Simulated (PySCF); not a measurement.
A run that did not reach its result, on `N1=C[C@@H]1B(O)O` (driver script around PySCF, density fitting, GFN2-xTB geometry as the base; each input is a line of settings and coordinates in Å).

Command:
```bash
OMP_NUM_THREADS=1 python probes_run.py task.json out
```
Input:
```
{"job": {"kind": "j", "xc": "WP04", "basis": "6-31G-J", "scf": {"level_shift": 0.9, "max_cycle": 84}}, "charge": 0, "multiplicity": 1}
O     -1.574345    -0.721366    -0.945823
B     -0.678942    -0.251224    -0.044517
O     -0.998790     0.150000     1.210163
C      0.817833    -0.131522    -0.503232
C      1.761264     0.766200     0.167721
N      1.941886    -0.420924     0.486560
H     -2.485471    -0.798526    -0.659532
H     -1.910427     0.048138     1.485887
H      1.053429    -0.405363    -1.528884
H      2.082446     1.769241     0.309128
```

Output:
```
KeyError: 'Element b (Z=5) not found in basis 6-31G-J version 0'
```

Diagnose the run.

The basis 6-31G-J in the Basis Set Exchange has no functions for boron, so the input was refused before any integral. Choose a basis that covers all elements. The run gave no result.

Conformer computed: `[OH:1][B:2]([OH:3])[C@H:4]1[CH:5]=[N:6]1`: O1–B2–C4–C5 158°, H–O1–B2–O3 -2°, H–O3–B2–O1 3°.
